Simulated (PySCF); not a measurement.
## Assignment exercise: C₅H₁₄Si₂

Numbering as in the mapped SMILES `[CH2:1]=[C:2]([CH3:3])[Si:4]([CH3:5])([CH3:6])[SiH3:7]`. Each H is labelled by its parent atom. Ha(C1) is cis to C3; Hb(C1) is trans to C3.

A single conformation, in vacuum, fast rotation and ring inversion assumed for equivalent nuclei, non-relativistic. Structure optimised with GFN2-xTB; GIAO PBE0/pcSseg-1 shieldings; PySCF 2.14.0 with density-fitted response routines.

Shifts are taken against calculated references (same method and geometry level): 13C (σref 186.93) and 1H (σref 31.72) against TMS.

(1) Assign these signals to the numbered atoms. 13C{1H} NMR (computed): δ 155.9 (C), 132.7 (CH2), 27.6 (CH3), -1.5 (CH3).

(2) Assign these signals to the numbered atoms. 1H NMR (500 MHz, computed): δ 6.05 (br s, 1H), 5.49 (br s, 1H), 3.29 (s, 3H), 1.98 (s, 3H), 0.28 (s, 6H).

Answers

(1) 
```tsv
δ (ppm)	atoms	environment	reason
155.9	C2	fully substituted alkene carbon	an sp2 carbon of a C=C bond
132.7	C1	terminal =CH2 carbon	the olefinic region
27.6	C3	allylic methyl carbon	a saturated carbon with 1 carbon neighbour and no heteroatom attached
-1.5	C5/C6	methyl carbon bonded to Si	an electropositive neighbour leaves it electron-rich and shielded
```

(2) 
6.05 → Ha(C1), hydrogen on a terminal =CH2 carbon: olefinic region
5.49 → Hb(C1), hydrogen on a terminal =CH2 carbon
3.29 → H(Si7), hydrogen on a silicon bonded to Si
1.98 → H(C3), hydrogen on an allylic methyl carbon: allylic position
0.28 → H(C5)/H(C6), hydrogen on a methyl carbon bonded to Si: an electropositive neighbour shields it, as in TMS itself

Shifts are as computed. Against solution values, carbons near 30 ppm lie about +3 ppm off and those near 130 ppm about +5 ppm. Of 1309 compounds with measured shifts, 239 miss one by over three times the rms of a fit or turn the order of signals round; such compounds aren't used in these exercises. No couplings were computed; multiplicities are counted from neighbouring protons, with m where these are inequivalent, close in shift, in a saturated or five-membered ring or joined by F or P, and br s for small geminal =CH2 splittings.
